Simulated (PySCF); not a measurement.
**Ionisation energy of Cu by level of theory**

Cu [Ar] 3d10 4s1 (2S) → Cu⁺ [Ar] 3d10 (1S), as a difference of total energies. All numbers are calculated (PySCF 2.14, the non-relativistic Hamiltonian (point nucleus), in def2-QZVPPD). Correlated levels: valence: [Ar] frozen; valence and next inner shell: [Ne] frozen. The calculations carry no spin-orbit coupling.

```json
{"method": "UHF", "ionisation energy (eV)": "6.422"}
{"method": "LDA", "ionisation energy (eV)": "8.386"}
{"method": "PBE", "ionisation energy (eV)": "8.144"}
{"method": "PBE0", "ionisation energy (eV)": "7.747"}
{"method": "r2SCAN", "ionisation energy (eV)": "8.017"}
{"method": "BHandHLYP", "ionisation energy (eV)": "7.487"}
{"method": "CAM-B3LYP", "ionisation energy (eV)": "7.901"}
{"method": "PW91", "ionisation energy (eV)": "8.212"}
{"method": "revPBE", "ionisation energy (eV)": "8.032"}
{"method": "MP2 (valence)", "ionisation energy (eV)": "7.425"}
{"method": "SCS-MP2 (valence)", "ionisation energy (eV)": "7.267"}
{"method": "MP2 (valence and next inner shell)", "ionisation energy (eV)": "7.505"}
{"method": "SCS-MP2 (valence and next inner shell)", "ionisation energy (eV)": "7.319"}
```

**Question.** How much does correlation contribute at MP2 (valence and next inner shell)?

**Answer.** 7.505 − (6.422) = 1.083 eV, measured against UHF.

These non-relativistic numbers lack the scalar-relativistic shift.

Errors of the correlated levels include the incompleteness of this basis and the frozen core.

For comparison: 7.726 eV (measured; NIST Atomic Spectra Database, ionization energies).
